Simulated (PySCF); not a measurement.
**H₂RuO + 2 O₂ → RuO₄ + H₂O**

Level: PBE0 in the def2-TZVP basis family, computed in PySCF with density fitting; scalar-relativistic core potentials for atoms from Rb on, none lighter, no spin–orbit coupling; open shells unrestricted.

```csv
species,state and structure,ZPE (kJ/mol),H(298 K) − H(0) (kJ/mol),S° (J/(mol K))
H₂RuO,"triplet, Cs, Ru–H 1.568 Å (×2), Ru–O 1.658 Å; H–Ru–H 84.4°, H–Ru–O 104.3° (×2)",43.3,11.1,268.8
O₂,"triplet, D∞h, O–O 1.193 Å",10.3,8.7,204.9
RuO₄,"singlet, Td, Ru–O 1.663 Å (×4)",35.5,14.8,284.3
H₂O,"singlet, C2v, O–H 0.960 Å (×2); H–O–H 105.1°",56.5,9.9,188.7
```

Is the gas-phase reaction uphill or downhill in electronic energy at this level, and by how much?

At PBE0/def2-TZVP, ΔE = -610.7 kJ/mol, downhill. 

Add zero-point, thermal and entropy terms for 298.15 K and 1 bar.

ΔZPE = 28.1 and Δ[H(298) − H(0)] = -3.8 kJ/mol give ΔH° = -586.4 kJ/mol. ΔS° = -205.6 J/(mol K), so ΔG° = -586.4 − 298.15 × (-0.2056) = -525 kJ/mol. ΔG° would change sign near 2850 K if ΔH° and ΔS° stayed fixed.

Open d or f shells are single determinants, so the state found may not be the ground state. Only the bonding shown was studied: isomers, or loss of a ligand pair, can lie lower.
